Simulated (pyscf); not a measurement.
# F–Be–F (SMILES [F][Be][F]), singlet

Gas-phase minimum from PySCF at ωB97X-D3(BJ)/def2-SVP, one conformer. 

```
Be
F 1 1.3910
F 1 1.3910 2 180.00
```
Charge 0, spin multiplicity 1.

Properties at ωB97X-D3(BJ)/def2-SVP:

```
Item                                                                                                                                      Value
---------------------------------------------------------------------------------------------------------------------  ------------------------
Harmonic wavenumbers, unscaled                                                                                         333, 334, 719, 1638 cm⁻¹
Zero-point energy                                                                                                                  4.3 kcal/mol
Rotational symmetry number                                                                                                                    2
Entropy of this conformer at 298 K and 1 atm, rigid rotor and harmonic oscillator, modes under 100 cm⁻¹ raised to 100           227.5 J/(mol K)
Dipole moment                                                                                                                            0.00 D
```

Single-point totals, which compare only within one level (frozen core for MP2 and CC):

```tsv
level	total energy (hartree)
ωB97X-D3(BJ)/def2-TZVP	-214.70436
PBE/def2-TZVP	-214.46014
r²SCAN/def2-TZVP	-214.58966
B3LYP-D3(BJ)/def2-TZVP	-214.69504
PBE0-D3(BJ)/def2-TZVP	-214.46305
M06-2X/def2-TZVP	-214.61452
ωB97M-D3(BJ)/def2-TZVP	-214.72644
HF/def2-TZVPP	-213.76754
MP2/def2-TZVPP	-214.34247
CCSD/def2-TZVPP	-214.34416
CCSD(T)/def2-TZVPP	-214.35858
```

The CCSD(T) − MP2 part came from Ansatz, without density fitting, on the same reference.
